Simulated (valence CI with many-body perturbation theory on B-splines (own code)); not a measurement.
# Re25+ in brief

Method: relativistic CI+MBPT: four valence electrons over a frozen Dirac-Fock core [Kr] 4d10, radial functions for each j: 8 s, 8 p, 9 d, 9 f, 6 g, 3 h, 2 i, with the one-electron correlation potential Σ1, the two-electron term Σ2, the three-electron term Σ3, Breit, model QED; selected CI, second order for the rest, scaled by the run's own slope (own B-spline code, finite nucleus).

No measured levels were compared; by estimate terms of the open shell hold to a few per cent of their energy, and close levels can change places. Core correlation moves these levels by up to 4300 cm⁻¹, and in measured spectra 5 to 20 % of such shifts remained as error; rates that hang on mixing are uncertain with them. Only levels of the ground parity were solved; by the run's estimate the other parity begins above the list, which can be wrong where configurations are misplaced.

Names give the largest LS component (configuration and term), which can be under half, so a name can repeat, a term be missing and a line seem to break the LS rules; names also repeat where a configuration has a term twice.

Rates and lifetimes use the calculated energies. Strong lines usually hold to 10 to 20 %, long lifetimes can be off by a factor of two.

**Question.** What is the ground level?

**Answer.** 4f4 5I_4, composition 80 % 4f4 5I + 18 % 4f4 3H, g = 0.644.

**Question.** What is the ionisation energy?

**Answer.** 787.62 eV; NIST lists 810 ± 40 eV (theoretical).

**Question.** How well does LS coupling describe the low levels?

**Answer.** Among the lowest 20 levels the leading LS term, summed over configurations, holds 59 % on average. For single configurations the figures are 59 % in LS and 68 % in jj coupling. Terms mix most in the J = 2 level at 9.814 eV, where the leading one holds 27 %.

**Question.** Name the longest-lived excited levels whose lifetime is computed, and their main decay.

**Answer.** 4f4 5F_2 at 4.435 eV lives 48.0 s, mostly by E2 to 4f4 5I_4.
